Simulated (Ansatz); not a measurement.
This geometry of BH$_{10}$NSi$_{4}$ (16 atoms, charge 0, multiplicity 1) is a first-order saddle point.

The calculation used Ansatz, RHF/6-31G*.

```xyz
16
Properties=species:S:1:pos:R:3
N -2.145 -2.203 -0.627
Si -0.498 -1.750 -0.851
Si 0.352 -0.463 0.947
B 2.170 0.400 0.527
Si 1.462 2.132 -0.331
Si -0.516 1.750 0.920
H -2.500 -2.645 0.192
H -2.867 -1.883 -1.235
H -0.449 -0.957 -2.096
H 0.383 -2.929 -1.025
H 0.234 -1.252 2.200
H 3.266 0.085 0.855
H 1.188 1.884 -1.768
H 2.215 3.398 -0.205
H -1.830 2.006 0.294
H -0.487 2.404 2.249
```

Problem. Which two structures does it join? (They come from a converged band through this point; their orientation in space is the band's.)

Solution. No bond is made or broken. The height of N1 over the plane of its neighbours goes from 0.20 to -0.20 Å.

First end point:

```xyz
16
Properties=species:S:1:pos:R:3
N -2.128 -2.268 -0.679
Si -0.482 -1.761 -0.844
Si 0.339 -0.442 0.950
B 2.157 0.428 0.549
Si 1.453 2.130 -0.367
Si -0.541 1.767 0.862
H -2.383 -2.937 0.017
H -2.869 -1.618 -0.838
H -0.380 -0.976 -2.091
H 0.358 -2.971 -0.956
H 0.198 -1.206 2.216
H 3.248 0.134 0.913
H 1.203 1.841 -1.801
H 2.194 3.406 -0.264
H -1.847 1.995 0.205
H -0.543 2.454 2.173
```

Last end point:

```xyz
16
Properties=species:S:1:pos:R:3
N -2.202 -2.043 -0.610
Si -0.526 -1.701 -0.878
Si 0.320 -0.455 0.942
B 2.155 0.375 0.521
Si 1.475 2.131 -0.311
Si -0.504 1.774 0.945
H -2.508 -2.427 0.259
H -2.765 -2.380 -1.363
H -0.427 -0.923 -2.130
H 0.327 -2.903 -1.061
H 0.190 -1.265 2.179
H 3.246 0.034 0.841
H 1.195 1.909 -1.750
H 2.256 3.380 -0.168
H -1.818 2.072 0.342
H -0.437 2.401 2.286
```

Problem. How far does it lie above each of them?

Solution. 0.008 eV above the first and 0.025 eV above the second. This is the barrier of this one path; another mechanism may lie lower.

Run time: 2.2 min on 2 threads of Arm Neoverse V1, with other jobs on the host, peak memory 0.33 GiB.
